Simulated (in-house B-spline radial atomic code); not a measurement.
**Solving the quasi-particle equation for 3p up of the sulfur ion S⁺**

Configuration [Ne] 3s2 3p3, highest spin, start Hartree-Fock; correlation leaves out the 4 deepest shells. Computed with an all-electron radial atomic-structure program (B-spline basis): all electrons, non-relativistic, point nucleus, each spin shell either full or empty, empty states to l = 9 with an (l + 1/2)⁻⁴ tail; G0W0 by contour deformation at full frequency.

At the mean-field level ε = -23.468 eV the matrix elements are Σx = -20.88 eV, v_xc = -20.88 eV and Σc(ε) = -0.388 eV, and the slope of the correlation self-energy is dΣc/dω = -0.0283. The quasi-particle energy solves E = ε + Σx − v_xc + Σc(E).

Q: What does the linearised equation give?

A: Z = 1/(1 − dΣc/dω) = 1/1.0283 = 0.9725. The first-order shift is Σx − v_xc + Σc(ε) = -20.88 − (-20.88) + (-0.388) = -0.388 eV, so E ≈ ε + Z × shift = -23.468 + 0.9725 × (-0.388) = -23.845 eV.

Q: How does that compare with the full solution and with static screening?

A: Solving the equation at full frequency dependence gives E = -23.845 eV, where Σc = -0.377 eV and the weight is 0.972; the linearised value is off by 1 meV. Leaving Z out would give -23.856 eV. Static COHSEX puts -1.457 eV in place of Σc and gives -24.925 eV, 1.08 eV deeper. The tabulated removal energy is 23.338 eV (NIST, measured); the run leaves out relativity, Breit and QED terms.
